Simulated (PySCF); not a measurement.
CH₃FO₃Si, SMILES [Si@H](OC=O)(O)F. Atoms are numbered in the order given.

```xyz
9

O      1.1597     1.6569     0.3505
C      1.5128     0.5909     0.7806
O      0.8111    -0.5339     0.7069
Si    -0.7086    -0.6473    -0.0597
O     -1.4689     0.7901    -0.0122
F     -0.3710    -1.1160    -1.5631
H      2.4795     0.4283     1.2984
H     -1.4680    -1.7065     0.6133
H     -0.8439     1.5336    -0.0531
```
Charge 0, spin multiplicity 1.

The structure is a stationary point at PBE0-D3(BJ)/def2-SVP. The structure was generated by enumeration; whether it is a known compound was not checked. The values are those of a single conformer.

Two levels are set side by side: PBE/pcSseg-1 (PySCF) and PBE0/pcSseg-1 (PySCF). GIAO shifts against CFCl3 (¹⁹F), H2O (¹⁷O), TMS (²⁹Si), TMS (¹H), TMS (¹³C) at the same level; non-relativistic, no solvent, atoms listed together averaged. Differences are taken from unrounded values.

| quantity | PBE0 |
|---|---|
| δ(¹⁷O) of O1 (ppm) | 452.1 |
| δ(¹³C) of C2 (ppm) | 169.7 |
| δ(¹⁷O) of O3 (ppm) | 241.2 |
| δ(²⁹Si) of Si4 (ppm) | -46.8 |
| δ(¹⁷O) of O5 (ppm) | 77.1 |
| δ(¹⁹F) of F6 (ppm) | -134.5 |
| δ(¹H) of H7 (ppm) | 8.15 |
| δ(¹H) of H8 (ppm) | 4.78 |
| δ(¹H) of H9 (ppm) | 5.15 |

Q: What does PBE give, and how far is it from PBE0? (Estimate from the structure and the level; the computed values follow.)

A: 
```tsv
quantity	PBE	PBE minus PBE0
δ(¹⁷O) of O1 (ppm)	451.8	-0.3
δ(¹³C) of C2 (ppm)	165.6	-4.1
δ(¹⁷O) of O3 (ppm)	260.8	19.5
δ(²⁹Si) of Si4 (ppm)	-46.8	-0.1
δ(¹⁷O) of O5 (ppm)	89.5	12.4
δ(¹⁹F) of F6 (ppm)	-147.3	-12.7
δ(¹H) of H7 (ppm)	8.20	0.05
δ(¹H) of H8 (ppm)	4.96	0.19
δ(¹H) of H9 (ppm)	5.03	-0.12
```

Rough cost on one machine, each run with all the roots and properties that it gave: PBE0 against PBE within a factor of 2.
